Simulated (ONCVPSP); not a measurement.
What one change does to a pseudopotential (scandium, ONCV)

ONCVPSP 4.0.1 input, shortened (lines: element, Z, core and valence counts, functional; n l f; lmax; l rc ep ncon nbas qcut; lloc lpopt rc5 dvloc0; l nproj debl; icmod fcfact rcfact), LDA (Perdew-Wang 92), scalar-relativistic:

```
  Sc 21.00    3    4  -001012      upf
    1    0    2.00
    2    0    2.00
    2    1    6.00
    3    0    2.00
    3    1    6.00
    3    2    1.00
    4    0    1.00
    2
    0    1.70    0.00    4    7    8.60
    1    1.60    0.00    3    7    9.00
    2    2.85    0.00    4    8    5.40
    4    5    1.15    4.00
    0    2    3.70
    1    2    2.30
    2    1    0.50
    3    3.00    1.65
```

Change: d: qcut 4.5.

Cutoffs: the cutoffs (Ha) at which the residual kinetic energy of the hardest occupied pseudo-wave falls to 1 and 0.1 mHa per electron; they do not see the model core or the augmentation charge, which bear on the density cutoff. Errors are all-electron minus pseudo energies relative to the spin-unpolarised reference configuration.

Task: Predict the effect on cutoff, ghosts and configuration errors.

Result: The potential gets neither clearly harder nor softer (21 Ha and 25 Ha → 21 Ha and 25 Ha); the s channel sets the loose cutoff, while the largest relative change is in d, which becomes softer; of the 4 tests that both files solve, the error grows in 4 and shrinks in 0 by more than 15 % and 0.3 meV (median size 85.1 → 102.1 meV); neither file shows a bound ghost.

```tsv
quantity	base	changed
cutoff, loose	21 Ha	21 Ha
cutoff, tight	25 Ha	25 Ha
loose cutoff by channel	s 21 Ha, p 18 Ha, d 11 Ha	s 21 Ha, p 18 Ha, d 9.4 Ha
bound ghosts	none	none
GHOST(+) flags under 300 eV	none	none
error for 3s2 3p6 3d1 4s2, meV [ΔE -7.06 eV]	-0.5	-1.1
error for 3s2 3p6 3d1 4s0, meV [ΔE 12.96 eV]	-5.3	-7.8
error for 3s2 3p6 3d0 4s0, meV [ΔE 38.05 eV]	+514	+669
error for 3s2 3p5 3d1 4s2, meV [ΔE 33.09 eV]	-165	-196
s: phases at 1.73 bohr within 0.05 rad from the reference energy up to (Ha; the scan ends near 5)	to the end of the scan	to the end of the scan
p: phases at 1.63 bohr within 0.05 rad from the reference energy up to (Ha; the scan ends near 5)	to the end of the scan	to the end of the scan
d: phases at 2.89 bohr within 0.05 rad from the reference energy up to (Ha; the scan ends near 5)	-0.0	-0.1
rms error of d²Exc/dni dnj with the model core, mHa	2.14	2.86
```
